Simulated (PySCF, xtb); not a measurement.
Mg(I)(Et) (C2H5IMg), SMILES C[CH2][Mg][I].

GFN2-xTB (xtb) at its own geometry gives an orbital gap of 2.77 eV and a dipole moment of 7.35 D.

The structure is a stationary point at B3LYP-D3(BJ)/def2-SVP. The def2 effective core potentials stand for the cores of I; spin–orbit coupling is left out. The values are those of a single conformer.

Question: What does B3LYP/def2-TZVP run with PySCF give? (Estimate from the structure and the level; the computed values follow.)

Answer: gap 5.28 eV (levels -6.75 and -1.47 eV), dipole 2.21 D.
